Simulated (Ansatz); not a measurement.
Harmonic vibrations of the cluster AgPd₃ by finite differences.

```yaml
crystal:
  periodic: [false, false, false]
  atoms:
    - {symbol: Pd, position_ang: [-1.545276, 0.313418, -0.268594]}
    - {symbol: Pd, position_ang: [0.873939, 0.904808, -0.987869]}
    - {symbol: Pd, position_ang: [0.343506, 0.423758, 1.503559]}
    - {symbol: Ag, position_ang: [0.327832, -1.641974, -0.247096]}
basis:
  gaussian: {orbitals: def2-SVP}
magnetization: {spin_polarized: true, initial_magnetization: 1}
hamiltonian: {xc: pbe0, dispersion: d4}
scf: {omitted_lower_state_checks: [starts]}
phonons: {temperatures: {t_min: 298.15, t_max: 900, t_step: 200}}
```

```sh
$ ansatz run in.yaml --threads 4 --pin off --events-out ev --progress --plain --max-ram 3916MiB
```

Output, abridged:

```
Functional definition: PBE0
mean field -14438.37641442 eV, -530.6005465469 hartree, gradient 1.5e-5 eV, S^2 0.781343; 0 other end points of the search recorded, 0 dependent functions left out
mean field -14438.37634775 eV, -530.6005440968 hartree, gradient 2.8e-6 eV, S^2 0.781305; 0 other end points of the search recorded, 0 dependent functions left out
mean field -14438.37642185 eV, -530.6005468200 hartree, gradient 2.8e-6 eV, S^2 0.781380; 0 other end points of the search recorded, 0 dependent functions left out
mean field -14438.37641715 eV, -530.6005466471 hartree, gradient 2.5e-6 eV, S^2 0.781334; 0 other end points of the search recorded, 0 dependent functions left out
mean field -14438.37639900 eV, -530.6005459804 hartree, gradient 2.8e-6 eV, S^2 0.781352; 0 other end points of the search recorded, 0 dependent functions left out
mean field -14438.37640051 eV, -530.6005460357 hartree, gradient 2.9e-6 eV, S^2 0.781333; 0 other end points of the search recorded, 0 dependent functions left out
mean field -14438.37641169 eV, -530.6005464467 hartree, gradient 2.9e-6 eV, S^2 0.781352; 0 other end points of the search recorded, 0 dependent functions left out
mean field -14438.37641959 eV, -530.6005467369 hartree, gradient 3.4e-6 eV, S^2 0.781369; 0 other end points of the search recorded, 0 dependent functions left out
mean field -14438.37637816 eV, -530.6005452143 hartree, gradient 3.3e-6 eV, S^2 0.781316; 0 other end points of the search recorded, 0 dependent functions left out
mean field -14438.37642584 eV, -530.6005469666 hartree, gradient 2.3e-6 eV, S^2 0.781350; 0 other end points of the search recorded, 0 dependent functions left out
mean field -14438.37638059 eV, -530.6005453036 hartree, gradient 3.0e-6 eV, S^2 0.781336; 0 other end points of the search recorded, 0 dependent functions left out
mean field -14438.37637370 eV, -530.6005450504 hartree, gradient 2.5e-6 eV, S^2 0.781314; 0 other end points of the search recorded, 0 dependent functions left out
mean field -14438.37642007 eV, -530.6005467546 hartree, gradient 2.5e-6 eV, S^2 0.781371; 0 other end points of the search recorded, 0 dependent functions left out
mean field -14438.37641295 eV, -530.6005464930 hartree, gradient 2.8e-6 eV, S^2 0.781355; 0 other end points of the search recorded, 0 dependent functions left out
mean field -14438.37639819 eV, -530.6005459504 hartree, gradient 2.8e-6 eV, S^2 0.781330; 0 other end points of the search recorded, 0 dependent functions left out
mean field -14438.37641971 eV, -530.6005467412 hartree, gradient 2.6e-6 eV, S^2 0.781337; 0 other end points of the search recorded, 0 dependent functions left out
mean field -14438.37639566 eV, -530.6005458574 hartree, gradient 3.0e-6 eV, S^2 0.781349; 0 other end points of the search recorded, 0 dependent functions left out
mean field -14438.37642158 eV, -530.6005468102 hartree, gradient 2.8e-6 eV, S^2 0.781380; 0 other end points of the search recorded, 0 dependent functions left out
mean field -14438.37634986 eV, -530.6005441742 hartree, gradient 2.8e-6 eV, S^2 0.781305; 0 other end points of the search recorded, 0 dependent functions left out
mean field -14438.37641802 eV, -530.6005466793 hartree, gradient 2.4e-6 eV, S^2 0.781341; 0 other end points of the search recorded, 0 dependent functions left out
mean field -14438.37640013 eV, -530.6005460219 hartree, gradient 2.2e-6 eV, S^2 0.781344; 0 other end points of the search recorded, 0 dependent functions left out
mean field -14438.37634634 eV, -530.6005440450 hartree, gradient 1.6e-6 eV, S^2 0.781351; 0 other end points of the search recorded, 0 dependent functions left out
mean field -14438.37643379 eV, -530.6005472586 hartree, gradient 2.1e-6 eV, S^2 0.781335; 0 other end points of the search recorded, 0 dependent functions left out
mean field -14438.37640234 eV, -530.6005461029 hartree, gradient 2.4e-6 eV, S^2 0.781344; 0 other end points of the search recorded, 0 dependent functions left out
mean field -14438.37641649 eV, -530.6005466231 hartree, gradient 2.4e-6 eV, S^2 0.781342; 0 other end points of the search recorded, 0 dependent functions left out
Total energy: -14438.57852695 eV, -530.6079740454 hartree
Atom 0 at    -1.545276     0.313418    -0.268594 Å, force    -0.011158     0.002655    -0.001648 eV/Å
Atom 1 at     0.873939     0.904808    -0.987869 Å, force     0.006289     0.006701    -0.007002 eV/Å
Atom 2 at     0.343506     0.423758     1.503559 Å, force     0.002200     0.003578     0.010795 eV/Å
Atom 3 at     0.327832    -1.641974    -0.247096 Å, force     0.002669    -0.012934    -0.002145 eV/Å
Dipole moment:     0.040708    -0.203858    -0.030698 e Å
Vibrations: 93.50 93.54 148.99 149.02 154.51 225.93 cm⁻¹, zero-point energy 0.053654 eV
Checks for a lower state left out: starts
```

Hardware: 4 threads of Arm Neoverse V1 on a shared host. Wall time 2 min, peak host memory 0.62 GiB.

In the def2 sets Ag, Pd take a core potential; there is no spin–orbit coupling. The structure comes from a short search, and lower isomers may exist.
